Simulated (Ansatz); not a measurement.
Molecule: sum formula BIF, net charge 0, doublet state. It need not be the lowest isomer of its formula. SMILES: I[B]F
Geometry from a B3LYP-D3(BJ)/def2-TZVP (Ansatz, a first-principles code) optimisation:
```
B
F 1 1.2956
I 1 2.1532 2 123.66
```
Charge 0, spin multiplicity 2.

Computed values are from Ansatz. Valence correlation only, unless marked. Open shells are spin-unrestricted. Spin-orbit coupling is left out. The frozen core is the preceding noble-gas configuration, with the filled d and f shells of earlier blocks. Past Kr the def2 sets carry scalar-relativistic core potentials. CBS marks a two-point X^-3 extrapolation of the correlation energy; Hartree-Fock from the larger set.

Q: What is the atomisation energy De at CCSD(T)/CBS(def2-TZVPP,def2-QZVPP)?

A: 216.2 kcal/mol.

Q: What is the dipole moment at CCSD(T)/def2-SVPD?

A: 0.19 D.

Q: What is the T1 diagnostic at CCSD/def2-QZVPP?

A: 0.018.

Q: What is the total energy at CCSD(T)/CBS(def2-TZVPP,def2-QZVPP)?

A: -421.4411 Eh.
